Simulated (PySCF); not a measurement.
# Radial density of Xe²⁺ (xenon, charge +2)

PBEsol, [Kr] 4d10 5s2 5p3 6s1, high-spin 5S determinant (an excited configuration). Computed with PySCF 2.14 in aug-cc-pwCVDZ-PP with ECP28MDF (6s5p4d1f, 48 functions), with a scalar-relativistic core potential. This is the valence pseudo-density: the core potential removes the inner electrons and smooths the orbitals near the nucleus.

| r (bohr) | 4πr²ρ (e/bohr) | 4πr²(ρα − ρβ) |
| --- | --- | --- |
| 0.00125 | 1.454e-05 | 0.0000 |
| 0.00210 | 4.091e-05 | 0.0000 |
| 0.00353 | 0.0001140 | 0.0000 |
| 0.00594 | 0.0003095 | 0.0000 |
| 0.00998 | 0.0007822 | 0.0000 |
| 0.0168 | 0.001664 | 0.0000 |
| 0.0282 | 0.002632 | 0.0001 |
| 0.0475 | 0.003472 | 0.0001 |
| 0.0799 | 0.005972 | 0.0002 |
| 0.134 | 0.04200 | 0.0010 |
| 0.226 | 0.4879 | 0.0108 |
| 0.380 | 6.672 | 0.1743 |
| 0.640 | 28.45 | 0.4589 |
| 1.08 | 13.18 | 0.3026 |
| 1.81 | 4.120 | 2.0659 |
| 3.04 | 0.8663 | 0.7280 |
| 5.12 | 0.1916 | 0.1910 |
| 8.61 | 0.005046 | 0.0050 |

Energies and moments cover only the electrons outside the core potential. The outer electron is Rydberg-like, and this basis confines it to a smaller radius and binds it less than a complete one would.
